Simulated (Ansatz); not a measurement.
A nudged elastic band was laid between two geometries of CH5FGe + H2 (10 atoms, charge 0, multiplicity 1).

Computed with Ansatz 0.2.0, RKS PBE-D4/def2-mTZVP.

```yaml
movable_images: 9
climbing_image: yes
spring: 5.0 eV/Å²
optimiser: quadratic models (default)
start_path: through a guess of the saddle point
force_threshold: 0.05 eV/Å
iteration_limit: 60
end_points: relaxed
```

Initial state:

```xyz
10
Properties=species:S:1:pos:R:3
Ge 0.433 -0.171 0.182
C 0.408 -0.101 2.135
H -0.610 -0.275 2.506
H 1.073 -0.866 2.560
H 0.744 0.886 2.481
H 1.823 0.144 -0.431
F -0.634 1.137 -0.379
H -0.167 -1.475 -0.403
H -2.850 0.826 0.896
H -3.386 0.574 1.359
```

Final state:

```xyz
10
Properties=species:S:1:pos:R:3
Ge -0.385 0.292 -0.695
C -0.249 -0.171 2.967
H -0.393 -0.483 4.008
H 0.220 -0.991 2.408
H 0.399 0.713 2.939
H 0.868 0.975 -0.103
F -0.331 0.587 -2.441
H -0.365 -1.243 -0.516
H -1.701 0.928 -0.192
H -1.227 0.072 2.528
```

Task: Which bonds break or form, and what moves?

Result: Bonds broken: Ge1–C2, H9–H10. Bonds formed: Ge1–H9, C2–H10. CH5FGe + H2 becomes CH4 + FGeH3.

Task: Give the energies along the band, and the barrier.

Result: It converged. The highest image is number 5 of 0 to 10, 277.6 kJ/mol above the first end and 307.1 kJ/mol above the last; the last end lies 29.5 kJ/mol below the first. Neighbouring images differ by up to 2.1 eV, so the band resolves the path poorly. A vibrational analysis at the climbing image gives one clearly imaginary mode, 1497i cm⁻¹: a first-order saddle point. The orbitals stay closed-shell, which can raise the energy where a bond breaks towards radicals; this wasn't checked here.

| image | path coordinate (Å) | energy (kJ/mol) | Ge1–C2 (Å) | H9–H10 (Å) | Ge1–H9 (Å) |
| --- | --- | --- | --- | --- | --- |
| 0 | 0.00 | 0.0 | 1.95 | 0.75 | 3.51 |
| 1 | 0.93 | 0.0 | 1.95 | 0.75 | 3.62 |
| 2 | 1.87 | 1.7 | 1.96 | 0.75 | 3.37 |
| 3 | 2.80 | 25.6 | 1.97 | 0.75 | 2.90 |
| 4 | 3.73 | 108.0 | 2.03 | 0.76 | 2.38 |
| 5 | 4.66 | 277.6 | 2.27 | 1.02 | 1.82 |
| 6 | 5.36 | 74.5 | 2.62 | 1.53 | 1.59 |
| 7 | 6.05 | -10.9 | 3.07 | 1.92 | 1.55 |
| 8 | 6.74 | -27.3 | 3.47 | 2.39 | 1.55 |
| 9 | 7.43 | -29.2 | 3.69 | 2.76 | 1.55 |
| 10 | 8.12 | -29.5 | 3.69 | 2.89 | 1.55 |

Task: What is the geometry of the highest image?

Result: 
```xyz
10
Properties=species:S:1:pos:R:3
Ge -0.238 0.064 0.056
C -0.053 -0.196 2.307
H -0.864 -0.724 2.835
H 0.809 -0.880 2.280
H 0.251 0.687 2.890
H 1.110 0.803 0.020
F -0.900 0.658 -1.527
H -0.592 -1.425 -0.103
H -1.613 1.071 0.703
H -1.075 0.621 1.443
```

Run time: 4.8 min on 2 threads of Arm Neoverse V2, with other jobs on the host, peak memory 0.17 GiB.
